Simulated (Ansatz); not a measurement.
Input for Ansatz (a program for electronic structure): U-CCSD(T)/cc-pVDZ on O2 (SMILES O=O).

Ansatz 0.2 input:
```yaml
crystal:
  periodic: [false, false, false]
  atoms:
    - {symbol: O, position_ang: [0.00000000, -0.00000000, 0.60215214]}
    - {symbol: O, position_ang: [-0.00000000, 0.00000000, -0.60215214]}
basis:
  gaussian:
    orbitals: cc-pVDZ
magnetization: {spin_polarized: true, initial_magnetization: 2}
correlation: {method: ccsd_t, electrons: outside_noble_gas}
scf: {omitted_lower_state_checks: [cluster_reference]}
```

It printed:

```
WARN ansatz: RAYON_NUM_THREADS=4 ignored (pool sized by the plan → 4); use --threads N
Functional definition: HF
these checks for a lower state are left out or cut short: cluster_reference
integrals: 0.00 GiB planned
261 factors; integrals over basis functions are off by at most 1.1e-3 eV
mean field: 0.05 GiB planned
mean field evaluation 1: about -4070.9030 eV, gradient 1.4e1 eV
mean field evaluation 2: about -4070.9066 eV, gradient 1.4e1 eV
mean field evaluation 4: about -4071.5805 eV, gradient 1.3e0 eV
mean field evaluation 8: about -4071.5936 eV, gradient 4.0e-5 eV
mean field evaluation 16: about -4071.5927 eV, gradient 1.2e-1 eV
mean field -4071.59356469 eV, -149.6283036770 hartree, gradient 6.9e-7 eV, S^2 2.032880; 2 other end points of the search recorded, 0 dependent functions left out
2 core orbitals not correlated
reference -4071.59356469 eV, -149.6283036770 hartree; 7, 5 occupied and 19, 21 virtual orbitals, 261 factors
second order -9.35968129 eV of doubles, -0.00000000 eV of singles
coupled cluster: 0.06 GiB planned
cycle   1  -9.10482431 eV  change    2.5e-1 eV  update   7.1e-2
cycle   2  -9.40881968 eV  change   -3.0e-1 eV  update   2.0e-2
cycle   3  -9.46187698 eV  change   -5.3e-2 eV  update   7.9e-3
cycle   4  -9.46147375 eV  change    4.0e-4 eV  update   1.4e-3
cycle   5  -9.46141350 eV  change    6.0e-5 eV  update   3.9e-4
cycle   6  -9.46154412 eV  change   -1.3e-4 eV  update   1.2e-4
cycle   7  -9.46160099 eV  change   -5.7e-5 eV  update   2.6e-5
cycle   8  -9.46159409 eV  change    6.9e-6 eV  update   6.0e-6
perturbative correction -0.26194671 eV, -0.0096263642 hartree
Total energy: -4081.31710549 eV, -149.9856372107 hartree
Checks for a lower state left out: cluster_reference
```

Self-consistency was reached.

Cost: around 1.3 core-seconds (rough).
